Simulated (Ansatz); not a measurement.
One change: `F[Si](F)(F)Br` becomes `F[Si](F)(F)[AlH2]`.

Ansatz, PBE0-D4/def2-TZVP geometries, multiplicity 1. 

Scalar relativity is left out up to krypton.

| property | `F[Si](F)(F)Br` |
| --- | --- |
| HOMO energy (PBE0/def2-TZVPP) / eV | -9.60 |
| HOMO–LUMO gap (B3LYP/def2-TZVPP) / eV | 8.95 |
| size of the dipole moment (PBE/def2-TZVPP) / D | 0.75 |
| HOMO–LUMO gap (PBE0/def2-TZVPP) / eV | 9.57 |
| HOMO energy (PBE/def2-TZVPP) / eV | -8.21 |
| LUMO energy (B3LYP/def2-TZVPP) / eV | -0.35 |

**Question.** What does the change do to each property? (An estimate is asked.)

**Answer.** Computed: 
```csv
property,`F[Si](F)(F)[AlH2]`,shift
HOMO energy (PBE0/def2-TZVPP) / eV,-8.55,1.05
HOMO–LUMO gap (B3LYP/def2-TZVPP) / eV,5.48,-3.47
size of the dipole moment (PBE/def2-TZVPP) / D,2.16,1.41
HOMO–LUMO gap (PBE0/def2-TZVPP) / eV,5.87,-3.70
HOMO energy (PBE/def2-TZVPP) / eV,-7.30,0.91
LUMO energy (B3LYP/def2-TZVPP) / eV,-2.88,-2.53
```

With PBE0 the HOMO rises by 1.05 eV and the LUMO falls by 2.65 eV, so the gap narrows by about 3.70 eV. PBE moves the HOMO by 0.91 eV and ωB97M-V by 1.23 eV. Dipoles are sizes alone; their direction can turn.

B3LYP here is the variant with VWN-RPA as its local correlation; programs differ in this.

Spin–orbit coupling is left out; it splits and shifts lone-pair levels of the heavy atoms by tenths of an eV.
